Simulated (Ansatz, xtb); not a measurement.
## Ranking isomers of F2HNSiSn

6 gas-phase structures of F2HNSiSn, found in a search over its isomers (lower ones may exist). Each was relaxed with GFN2-xTB; where two conformers were screened, the lower at r2SCAN-D4/def2-SVP is listed:

A. `F[SiH](F)[N]=[Sn]`, a singlet
B. `F[Si](F)=[N][SnH]`, a singlet
C. `F/[SiH]=[N]/[Sn][F]`, a singlet
D. `F[Si]1(F)[NH][Sn]1`, a singlet
E. a singlet given by its coordinates
F. a singlet given by its coordinates

E (Å):

```xyz
6

F    -1.8869    0.1816   -3.8058
F     2.2509    2.7012   -3.2588
N    -0.6370    1.6861   -2.2023
Si   -0.4416    0.9977   -3.7491
Sn    1.0112    2.8644   -1.5937
H    -1.4993    1.4725   -1.7131
```

Close contacts (Å): F1–Si4 1.66, F2–Sn5 2.08, N3–Si4 1.70, N3–Sn5 2.12, Si4–Sn5 3.20, N3–H6 1.01.

F (Å):

```xyz
6

F    -1.6986    2.7439    0.7099
F     1.3295   -0.4997   -2.0115
N    -0.0840    0.0531    0.3640
Si    1.2181    0.2130   -0.5748
Sn   -1.7702    0.7467    1.3203
H     2.5287    0.8078   -0.4772
```

Close contacts (Å): F1–Sn5 2.09, F2–Si4 1.61, N3–Si4 1.61, N3–Sn5 2.06, Si4–H6 1.44.

Problem. Make a reasoned guess at their ranking by r2SCAN-D4/def2-SVP single-point energy.

Solution. Calculated order at r2SCAN-D4/def2-SVP: A (0.000), D (0.526), E (1.212), F (1.805), C (1.890), B (1.925) eV. Less than 1 kcal/mol parts C and B, so the order within that pair means little.

Energies above the lowest of each column, in eV; the last columns are at B3LYP-D3(BJ)/def2-SVP geometries and were run for some of them only (a dash: not run or not comparable):

| structure | GFN2-xTB | HF/STO-3G | r2SCAN-D4/def2-SVP | B3LYP-D3(BJ)/def2-SVP | CCSD(T)/def2-SVP + ΔMP2/def2-TZVPP |
| --- | --- | --- | --- | --- | --- |
| A | 0.000 | 0.000 | 0.000 | 0.000 | 0.000 |
| D | 0.920 | 0.279 | 0.526 | 0.322 | 0.491 |
| E | 0.396 | 0.820 | 1.212 | 0.771 | 1.189 |
| F | 0.242 | 2.968 | 1.805 | – | – |
| C | 0.259 | 3.118 | 1.890 | – | – |
| B | 0.809 | 2.867 | 1.925 | – | – |

Every level run on A puts it lowest or level with the lowest. Some further structures that were screened fall inside this span and aren't listed. Flexible structures stand in one conformer each, not always the lowest. Frequencies (B3LYP-D3(BJ)/def2-SVP) were run for A, D, E alone. The ΔMP2 step shifts differences by up to 0.216 eV, which makes them less sure. Large T1 diagnostics make some coupled-cluster values less sure. Atoms past krypton carry core potentials in the def2 sets, without spin–orbit terms. ΔMP2 is the change of the MP2 energy from the smaller to the larger basis.

Over these structures GFN2-xTB departs from r2SCAN-D4/def2-SVP by 0.657 eV on average once a common shift is removed. A GFN2-xTB relaxation took about 0.21 s and the r2SCAN-D4/def2-SVP energy about 2.7 s on a shared host (Ansatz 0.2.0, xtb 6.7.1).
